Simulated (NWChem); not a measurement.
System: SnNH₃F₂; SMILES [NH2][SnH]([F])[F]

```xyz
7

Sn    -0.0170     0.2510     0.0000
N      1.9053    -0.4560     0.0000
F     -0.9019    -0.5094     1.5713
F     -0.9019    -0.5094    -1.5713
H     -0.2921     1.9441     0.0000
H      2.0188    -1.0667    -0.8237
H      2.0188    -1.0667     0.8237
```
Atoms are numbered in this order, from 1.

Program: NWChem. All runs use the structure optimised with PBE-D3(BJ)/def2-SVP (def2 core potentials past Kr).

For level PBE0/STO-3G, non-relativistic:

- highest occupied level (eV) = -3.65
- orbital gap (eV) = 8.19
- dipole (D) = 0.23

Problem. Estimate the same quantities for level PBE0/3-21G, non-relativistic.

Solution. 
- highest occupied level (eV) = -7.44
- orbital gap (eV) = 6.76
- dipole (D) = 1.63
